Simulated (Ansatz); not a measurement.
One change: `[F][Ge]([Br])([Br])[Br]` becomes `[F][Sn]([Br])([Br])[Br]`.

Ansatz, PBE0-D4/def2-TZVP geometries, multiplicity 1. 

Elements past krypton have def2 core potentials. Scalar relativity is left out up to krypton. Spin–orbit coupling is left out; it splits and shifts lone-pair levels of the heavy atoms by tenths of an eV.

```csv
property,`[F][Ge]([Br])([Br])[Br]`
HOMO–LUMO gap (PBE0/def2-TZVPP) / eV,6.36
LUMO energy (PBE0/def2-TZVPP) / eV,-2.60
HOMO energy (ωB97M-V/def2-TZVPP) / eV,-11.16
"ideal-gas entropy at 298 K and 1 bar (rigid rotor, harmonic PBE0-D4/def2-TZVP) / J/(mol·K)",385
HOMO–LUMO gap (B3LYP/def2-TZVPP) / eV,5.77
HOMO–LUMO gap (PBE/def2-TZVPP) / eV,4.16
```

Q: What does the change do to each property? (Best estimate.)

A: Computed: 
```tsv
property	`[F][Sn]([Br])([Br])[Br]`	shift
HOMO–LUMO gap (PBE0/def2-TZVPP) / eV	5.72	-0.64
LUMO energy (PBE0/def2-TZVPP) / eV	-3.40	-0.80
HOMO energy (ωB97M-V/def2-TZVPP) / eV	-11.33	-0.17
ideal-gas entropy at 298 K and 1 bar (rigid rotor, harmonic PBE0-D4/def2-TZVP) / J/(mol·K)	403	18
HOMO–LUMO gap (B3LYP/def2-TZVPP) / eV	5.15	-0.62
HOMO–LUMO gap (PBE/def2-TZVPP) / eV	3.58	-0.58
```

With PBE0 the HOMO falls by 0.16 eV and the LUMO falls by 0.80 eV, so the gap narrows by about 0.64 eV. PBE moves the HOMO by -0.16 eV and ωB97M-V by -0.17 eV.

B3LYP here is the variant with VWN-RPA as its local correlation; programs differ in this.
